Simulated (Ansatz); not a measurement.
F3Y (SMILES [F][Y]([F])[F]) moved off its minimum; all values from Ansatz (a first-principles code), cores frozen in correlated methods. Elements past Kr take the def2 small-core potentials, without spin–orbit coupling.
(charge 0, multiplicity 1)
```xyz
4

Y      0.0569     0.0856    -0.0792
F     -1.6608    -1.0054     0.0648
F     -0.0698     1.9296    -0.7992
F      1.6797    -0.7522     0.6090
```

Forces at HF/def2-TZVPP (eV/Å):

| atom | Fx | Fy | Fz |
|---|---|---|---|
| Y1 | -1.717 | -0.459 | -0.151 |
| F2 | 0.496 | 0.320 | -0.054 |
| F3 | 0.113 | 0.535 | -0.186 |
| F4 | 1.107 | -0.396 | 0.391 |

Q: Give the forces (eV/Å), the total energy and the dipole at CCSD(T)/def2-TZVPPD.

A: 
| atom | Fx | Fy | Fz |
|---|---|---|---|
| Y1 | -1.722 | -0.452 | -0.200 |
| F2 | 0.116 | 0.079 | -0.017 |
| F3 | 0.077 | 0.993 | -0.360 |
| F4 | 1.529 | -0.619 | 0.578 |
Energy -337.4672 hartree, dipole 0.99 D.
